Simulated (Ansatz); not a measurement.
Start from `C[O][Al]([CH3])[Cl]` and change one element to get `C[O][Ga]([CH3])[Cl]`.

Ansatz, PBE0-D4/def2-TZVP geometries, multiplicity 1. Each molecule was computed in one conformer, which needn't be the lowest.

Scalar relativity is left out up to krypton.

```json
{"property": "LUMO energy (B3LYP/def2-TZVPP) / eV", "`C[O][Al]([CH3])[Cl]`": "-0.45"}
{"property": "size of the dipole moment (ωB97M-V/def2-TZVPP) / D", "`C[O][Al]([CH3])[Cl]`": "1.06"}
{"property": "zero-point energy (PBE0-D4/def2-TZVP) / kJ/mol", "`C[O][Al]([CH3])[Cl]`": "209.0"}
{"property": "HOMO energy (PBE0/def2-TZVPP) / eV", "`C[O][Al]([CH3])[Cl]`": "-8.27"}
{"property": "LUMO energy (PBE0/def2-TZVPP) / eV", "`C[O][Al]([CH3])[Cl]`": "-0.17"}
{"property": "size of the dipole moment (PBE/def2-TZVPP) / D", "`C[O][Al]([CH3])[Cl]`": "1.10"}
```

Task: Give the same properties after the change, and the shifts. (Best estimate.)

Result: Computed: 
```tsv
property	`C[O][Ga]([CH3])[Cl]`	shift
LUMO energy (B3LYP/def2-TZVPP) / eV	-0.87	-0.42
size of the dipole moment (ωB97M-V/def2-TZVPP) / D	3.39	2.33
zero-point energy (PBE0-D4/def2-TZVP) / kJ/mol	207.0	-2.0
HOMO energy (PBE0/def2-TZVPP) / eV	-7.98	0.29
LUMO energy (PBE0/def2-TZVPP) / eV	-0.59	-0.42
size of the dipole moment (PBE/def2-TZVPP) / D	3.29	2.19
```

With PBE0 the HOMO rises by 0.29 eV and the LUMO falls by 0.42 eV, so the gap narrows by about 0.71 eV. PBE moves the HOMO by 0.27 eV and ωB97M-V by 0.30 eV. Dipoles are sizes alone; their direction can turn.

Positive LUMOs are unbound, so they and the gaps depend on the basis.

B3LYP here is the variant with VWN-RPA as its local correlation; programs differ in this.
